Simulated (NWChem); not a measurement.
System: CH₃AlF₂; SMILES [CH3][Al]([F])[F]

Results from NWChem. Medium grid unless said otherwise, to which SCAN and Minnesota functionals are sensitive. All runs use the structure optimised with PBE0/def2-SVP. Hybrids' shares of exact exchange are those that their runs print; pure functionals count as 0. The functionals differ in more than this share.

| row | share of exact exchange | orbital gap (eV) |
|---|---|---|
| PBE/def2-SVP | 0.00 | 6.65 |
| revPBE/def2-SVP | 0.00 | 6.68 |
| TPSSh/def2-SVP | 0.10 | 7.85 |
| B3LYP/def2-SVP | 0.20 | 8.34 |
| M06-2X/def2-SVP | 0.54 | withheld |

Problem. Fit a straight line of the last column on the one before it, predict the withheld value, and compare with the run.

Solution. 
1. Means of the 4 shown rows: x = 0.075, y = 7.380. Slope Σ(x − x̄)(y − ȳ)/Σ(x − x̄)² = 0.2390/0.02750 = 8.691; intercept 6.728.
2. The shown rows scatter about the line by 0.149 (root mean square); the largest residual is +0.25, at TPSSh/def2-SVP.
3. At x = 0.54 (M06-2X/def2-SVP; beyond the shown range) the line gives 11.42.
4. The run gives 10.77, -0.65 from the line, 4.4 times the scatter.
